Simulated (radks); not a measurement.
Excited configurations of the lithium ion Li2+: one electron is placed in a higher orbital outside the bare nucleus. The ground configuration is 1s1. All-electron calculation, scalar-relativistic Kohn-Sham, PBEsol, spin-unpolarised, spherical densities, point nucleus; without spin polarisation the odd electron is poorly described. Program: a radial shooting solver on a logarithmic mesh with Libxc functionals. Excitation = E - E(ground); binding = E(ion) - E, where the ion is the core of charge +3; n* = 3/sqrt(2 binding) in atomic units, and the quantum defect is n - n*.

| outer orbital | excitation (eV) | binding (eV) | n* | quantum defect | eigenvalue (eV) | <r> (bohr) |
|---|---|---|---|---|---|---|
| 3p | 103.69 | 13.584 | 3.002 | -0.002 | -11.494 | 4.163 |
| 3d | 103.99 | 13.285 | 3.036 | -0.036 | -10.758 | 3.563 |
| 4s | 109.47 | 7.805 | 3.961 | 0.039 | -6.762 | 7.891 |
| 4f | 109.69 | 7.588 | 4.017 | -0.017 | -6.141 | 6.049 |
| 5d | 112.25 | 5.029 | 4.934 | 0.066 | -4.317 | 11.35 |

Estimate the row for 6d.

Answer. excitation (eV) 113.75; binding (eV) 3.533; n* 5.888; quantum defect 0.112; eigenvalue (eV) -3.064; <r> (bohr) 16.69. The Delta-SCF ionisation energy is 117.28 eV (NIST Atomic Spectra Database: 122.45 eV, theoretical). Self-interaction in the functional shifts the binding energies and quantum defects, so they are the method's values and not measured ones. Spin polarisation and multiplet splitting are left out, so open shells lie too high by an amount that depends on their filling.
